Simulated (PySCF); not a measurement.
# Reading the logs of faulty runs: AlCH5NSi

Calculated results; nothing here was measured. They come from PySCF 2.14.0, an open-source quantum chemistry program, on an isolated molecule that a program drew, which may never have been made. The molecule is AlCH5NSi (charge 0, doublet), drawn as the SMILES string `[CH2][AlH][N]=[SiH2]`.

Each row is a Hartree-Fock (HF) and frozen-core CCSD(T) single point in the cc-pV(D+d)Z basis, meant for a local HF minimum. Run 1 is clean. Each other run has one planted mistake out of seven kinds, and not every kind appears here: one electron removed, one electron added, multiplicity raised by two, geometry at a saddle point, minimal basis STO-3G, one bond length entered in bohr, all coordinates scaled. The reference is restricted for singlets and unrestricted otherwise, and also for a bond in bohr. Adding or removing an electron swaps singlet and doublet. Electrons count all cores. HOMO and LUMO are orbital energies over both spins, the gradient is its largest component, and the lowest frequency (negative if imaginary) is given only where the gradient is small. Bond lengths are over the 8 bonds as drawn. T1 is the CCSD diagnostic: over 0.02 (restricted) or 0.045 (unrestricted) a single reference is doubtful.

Geometry of the clean run:
```xyz
9
AlCH5NSi, angstrom
C    -1.1309   -1.2102   -2.0888
Al   -0.2787   -1.6970   -0.4205
N     0.7295   -0.5547    0.4527
Si    1.6282    0.4409    1.2453
H    -1.0392   -0.2349   -2.5677
H    -1.7646   -1.8858   -2.6645
H    -0.5018   -3.1537    0.1573
H     3.0850    0.5890    1.0653
H     1.1439    1.3730    2.2814
```

| run | electrons | basis functions | <S^2> | HOMO (eV) | LUMO (eV) | gradient (hartree/bohr) | lowest frequency (cm^-1) | mean bond (Å) | longest bond (Å) | T1 | HF (hartree) | CCSD(T) (hartree) | mistake |
|---|---|---|---|---|---|---|---|---|---|---|---|---|---|
| 1 | 45 | 99 | 0.759 | -9.77 | 1.73 | 1.9e-05 | 89 | 1.4955 | 1.936 | 0.0179 | -626.05479 | -626.55355 | no fault |
| 2 | 44 | 99 | 0.000 | -14.28 | -6.67 | 7.6e-02 | - | 1.4955 | 1.936 | 0.0545 | -625.75475 | -626.23939 | one electron removed |
| 3 | 45 | 99 | 0.757 | -9.82 | 1.78 | 3.1e-02 | - | 1.4417 | 1.866 | 0.0165 | -626.04116 | -626.53258 | all coordinates scaled |
| 4 | 45 | 99 | 0.758 | -9.80 | 1.08 | 2.1e-05 | -149 | 1.4967 | 1.935 | 0.0166 | -626.05074 | -626.54734 | geometry at a saddle point |
| 5 | 46 | 99 | 0.000 | -0.60 | 5.49 | 6.7e-02 | - | 1.4955 | 1.936 | 0.0214 | -626.01418 | -626.56793 | ? |

**Which mistake was planted in run 5, and what did it cost?**

It counts 46 electrons, one more than the clean run, at the same geometry and basis. So the mistake is: one electron added. Subtracting run 1 and multiplying by 627.51 kcal/mol a hartree, the energy moved by 25.5 kcal/mol in HF and -9.0 kcal/mol in CCSD(T).

Cautions from the logs. Run 2: T1 is over the limit, so its CCSD(T) energy is less reliable; run 5: T1 is over the limit, so its CCSD(T) energy is less reliable.
